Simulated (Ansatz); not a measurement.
C2H6Cl2Si (`CC(Cl)[SiH2]Cl`), relaxed with RKS PBE-D4/def2-SVP in the Gaussian-basis code of Ansatz from a rough embedded geometry. The force threshold is 0.03 eV/Å; the program also tests the step.

The species carries charge 0 and has multiplicity 1.

Start:

```xyz
11

C    -0.162   -0.660   -1.270
C     0.476   -0.456    0.074
Cl    2.193   -0.167   -0.245
Si   -0.115    0.999    1.151
Cl   -2.110    0.609    1.643
H     0.218   -1.540   -1.776
H    -0.140    0.199   -1.895
H    -1.267   -0.899   -1.077
H     0.450   -1.414    0.684
H     0.619    1.110    2.371
H    -0.161    2.219    0.339
```

```
step  energy (eV)  largest force (eV/Å)  largest move (Å)
   1  -35066.8774                 2.797             0.000
   2  -35067.1194                 0.746             0.130
   3  -35067.1495                 0.229             0.044
   4  -35067.1526                 0.112             0.015
   5  -35067.1545                 0.015             0.041
   6  -35067.1548                 0.025             0.019
```

End:

```xyz
11

C    -0.236   -0.701   -1.245
C     0.486   -0.483    0.075
Cl    2.247   -0.050   -0.200
Si   -0.142    0.974    1.121
Cl   -2.159    0.638    1.576
H     0.215   -1.535   -1.819
H    -0.204    0.212   -1.874
H    -1.300   -0.945   -1.044
H     0.501   -1.410    0.683
H     0.624    1.062    2.405
H    -0.033    2.238    0.323
```

Hardware: 4 threads of an Arm Neoverse V2 on a shared host. Wall time 8 s, peak host memory 0.16 GiB.
